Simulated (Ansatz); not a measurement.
A search over several starts for the lowest SCF solution of HgSe₂ at the given spin, in a small basis.

```yaml
crystal:
  periodic: [false, false, false]
  atoms:
    - {symbol: Hg, position_ang: [-1.025838, 1.802882, 0.115546]}
    - {symbol: Se, position_ang: [1.502555, -0.338327, -0.055300]}
    - {symbol: Se, position_ang: [-0.476717, -1.464555, -0.060256]}
basis:
  gaussian: {orbitals: def2-SVP}
hamiltonian: {xc: pbe0, dispersion: d4}
output: {orbitals: {seedname: orbitals}}
```

```sh
$ ansatz run in.yaml --threads 4 --pin off --events-out ev --progress --plain --max-ram 3916MiB
```

It prints (some lines left out):

```
Functional definition: PBE0
  name "PBE0"
  cite "Adamo & Barone, J. Chem. Phys. 110, 6158 (1999) doi:10.1063/1.478522"
  cite "Perdew, Burke & Ernzerhof, Phys. Rev. Lett. 77, 3865 (1996) doi:10.1103/PhysRevLett.77.3865"
  parent pbe
  parameter a = 0.25
  parameter kappa = 0.804
  parameter beta = 0.06672455060314922
  exchange = (1 - a)*pbe_x(kappa = kappa, mu = beta*pi^2/3) + a*exact_x
  correlation = pbe_c(beta = beta)
940 factors; integrals over basis functions are off by at most 8.0e-4 eV
mean field evaluation 1: about -134843.9123 eV, gradient 7.4e0 eV
mean field evaluation 2: about -134843.9563 eV, gradient 4.7e0 eV
mean field evaluation 4: about -134843.9716 eV, gradient 7.1e-1 eV
mean field evaluation 8: about -134843.9905 eV, gradient 1.1e-1 eV
mean field evaluation 16: about -134843.9906 eV, gradient 3.4e-4 eV
mean field evaluation 32: about -134843.8039 eV, gradient 1.0e-1 eV
mean field -134843.99057452 eV, -4955.4252530741 hartree, gradient 9.2e-6 eV, S^2 0.000000; 5 other end points of the search recorded, 0 dependent functions left out
reference -134843.99059776 eV, -4955.4252539280 hartree; 44, 44 occupied and 52, 52 virtual orbitals, 940 factors
Total energy: -134844.10242984 eV, -4955.4293636812 hartree
```

Hardware: 4 threads of Arm Neoverse V1 on a shared host. Wall time 4.3 s.

Other converged states that the search met: 0.19 eV higher (⟨S²⟩ = 0.00).

In the def2 sets Hg takes a core potential; there is no spin–orbit coupling. A triplet lies near this restricted singlet, and broken spin symmetry wasn't tried. At PBE0-D4/def2-TZVPD a triplet of charge 0 lies 0.87 eV below the restricted singlet at the same geometry. The structure comes from a short search, and lower isomers may exist.
